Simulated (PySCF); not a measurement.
**Structure elucidation problem**

The spectra below were simulated for a compound C2H7BO3.

$^{1}$H NMR (600 MHz, computed): δ 3.63 (s, 6H), 2.84 (br s, 1H).

$^{13}$C{$^{1}$H} NMR (computed): δ 53.5 (CH3, 2C).

- coordinates at the PBE0-D3(BJ)/def2-SVP level
- B3LYP/pcJ-1 coupling constants (spin–dipole term only in couplings to heteroatoms)
- shieldings: GIAO CAM-B3LYP/pcSseg-2
- run in PySCF 2.14
- non-relativistic, equivalent nuclei averaged, a single conformation, in vacuum

Referencing at the same level of theory: $^{1}$H (σref 31.34), $^{13}$C (σref 182.55) vs TMS.

Deduce the structure.

Results:


1. 1 carbon signal for 2 carbons: some carbons are equivalent by symmetry or fast rotation.
2. Carbon types of the structure: 2 × CH3, leaving 1 H on heteroatoms.
3. δC 53.5: methyl carbon bonded to O; pulled downfield by the heteroatom.
4. δH 3.63: hydrogen on a methyl carbon bonded to O; its carbon carries O, an electronegative neighbour.
5. δH 2.84: hydrogen on an oxygen bonded to B; labile proton, position sensitive to the medium.

The compound is `O(C)B(O)OC`.

The shifts were computed for this structure.

OH and NH positions are those of a molecule without intermolecular hydrogen bonds; in solution they move with solvent, concentration and temperature, and exchange usually removes their couplings. Shifts are as computed, not scaled to solution data. Of 1313 compounds with measured shifts, 239 miss one by over three times the rms of a fit or turn the order of signals round; such compounds aren't used in these exercises.
